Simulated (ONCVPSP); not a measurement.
**Potentials for C (Z = 6) compared**

Generated with ld1.x 7.5 (TM, RRKJ, ultrasoft, PAW), atompaw 4.2 or ONCVPSP 4.0.1. The cutoff is in Ry: for ld1.x and atompaw files where the sum of valence levels is converged to 10 mRy in a Bessel basis, for ONCV files where the hardest occupied wave has 1 mHa per electron of residual kinetic energy. The error is the largest all-electron minus pseudo excitation energy over each file’s own four to seven test configurations (ionisations up to +4, promotions, holes and added fractions of an electron), all of which were solved. The labels leave out finer settings (local radius, basis sizes, second energies), which also bear on the numbers. Spin-polarised tests are not counted. The rows are a selection from randomly drawn settings: files with unsolved tests, undetermined cutoffs or missed reference levels are left out.

| potential | cutoff (Ry) | largest error (meV) | bound ghosts |
| --- | --- | --- | --- |
| ONCV, Wu-Cohen, scalar-relativistic, rc 1.10/2.45/2.00 (spd), local smoothed, core correction yes, reference 2s2 2p1, qcut 7.6/5.5/5.6, projectors 2/2/2 | 41 | +702 | none |
| ONCV, PBE, scalar-relativistic, rc 1.20/0.95/1.10 (spd), local smoothed, core correction yes, reference 2s1, qcut 5.3/6.8/8.6, projectors 3/3/3 | 90 | +362 | none |
| ONCV, PBE, scalar-relativistic, rc 0.90/2.85 (sp), local s, core correction yes, reference 2s2 2p2, qcut 6.7/4.8, projectors 0/3 | 39 | +2079 | none |
| ONCV, LDA (Perdew-Wang 92), scalar-relativistic, rc 1.25/2.30 (sp), local s, core correction yes, reference 2s2 2p2, qcut 5.5/7.5, projectors 0/1 | 29 | +767 | none |
| ONCV, LDA (Perdew-Wang 92), fully relativistic, rc 1.20/1.95/2.15 (spd), local smoothed, core correction yes, reference 2s2 2p1, qcut 5.8/6.3/4.5, projectors 2/2/2 | 32 | +272 | none |
| ONCV, PBE, scalar-relativistic, rc 1.15/2.40/2.60 (spd), local s, core correction yes, reference 2s2 2p2, qcut 5.4/5.2/3.6, projectors 0/2/2 | 69 | +996 | none |
| ONCV, Wu-Cohen, scalar-relativistic, rc 1.05/2.05/2.25 (spd), local s, core correction yes, reference 2s2 2p2, qcut 6/6.3/3.9, projectors 0/2/2 | 40 | +517 | none |

Fill in the row for C: ONCV, LDA (Perdew-Wang 92), scalar-relativistic, rc 1.35/2.45/1.85 (spd), local smoothed, core correction yes, reference 2s2 2p2, qcut 5.8/4.9/6, projectors 2/2/2.

cutoff 30 Ry, largest error +1429 meV, bound ghosts: none.

Fill in the row for C: ONCV, PBE, scalar-relativistic, rc 0.85/2.60 (sp), local s, core correction yes, reference 2s2 2p2, qcut 6.9/5.3, projectors 0/1.

cutoff 39 Ry, largest error +1535 meV, bound ghosts: none.
